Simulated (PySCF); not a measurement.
Start geometry of `B([C@H](N)C)(O)O` from GFN2-xTB (Å):
```
atom  x, y, z in Å
C1    -1.4409   -0.4422   -0.4454
C2    -0.2302    0.4772   -0.3000
N3    -0.5794    1.5456    0.6507
B4     1.1288   -0.3705    0.0721
O5     1.7269   -0.1131    1.2244
O6     1.6061   -1.3435   -0.7256
H7    -2.3193    0.1944   -0.6782
H8    -1.3046   -1.1385   -1.2512
H9    -1.6536   -0.9454    0.4982
H10   -0.0718    0.9873   -1.2515
H11   -0.7187    1.1258    1.5813
H12    0.2459    2.1663    0.7668
H13    2.4759   -0.6382    1.3824
H14    1.1277   -1.5202   -1.5318
```

Task: What comes out of this run: PBE0-D3(BJ)/def2-SVP geometry optimisation, gas phase (PySCF)?

Result: 
```
atom  x, y, z in Å
C1    -1.4722   -0.2309   -0.5068
C2    -0.1714    0.5236   -0.2314
N3    -0.4051    1.5359    0.8012
B4     1.0392   -0.4687    0.0548
O5     1.7971   -0.2694    1.1659
O6     1.3687   -1.5201   -0.7554
H7    -2.2834    0.4763   -0.7359
H8    -1.3813   -0.9332   -1.3518
H9    -1.7831   -0.8186    0.3734
H10    0.0820    1.0719   -1.1617
H11   -0.5312    1.0639    1.6972
H12    0.4458    2.0819    0.9287
H13    2.5007   -0.9253    1.2353
H14    0.7846   -1.6074   -1.5136
```

The energy falls by 4.0 kcal/mol over 9 energy and gradient evaluations, the largest force component goes from 0.0438 to 2.3e-04 Eh/bohr, and the atoms move by 0.102 Å rms after alignment. The bond that changes most is C2–B4 (sp3 carbon bound to nitrogen to three-coordinate boron), which shortens by 0.053 Å. Bonds longer at the end by more than 0.005 Å: 7 of 13; shorter: 5. Among the angles that change most is H8–C1–H9, from 112.0° to 107.2°. Among the dihedrals that turn most is C1–C2–B4–O5, from -118° to -129°. Rotational constants go from 4764, 2820, 1980 to 4678, 2921, 1960 MHz. The orientation of the end geometry is arbitrary; only internal coordinates are fixed.

The run used 124 basis functions and 63 SCF cycles in all. On Arm Neoverse V1, one thread, shared host with 64 logical CPUs at a one-minute load of 17, this took 46 s wall and 0.55 GiB of memory at its peak.

Whether it is a minimum is left open (no frequencies). The numbers are those of one conformer.
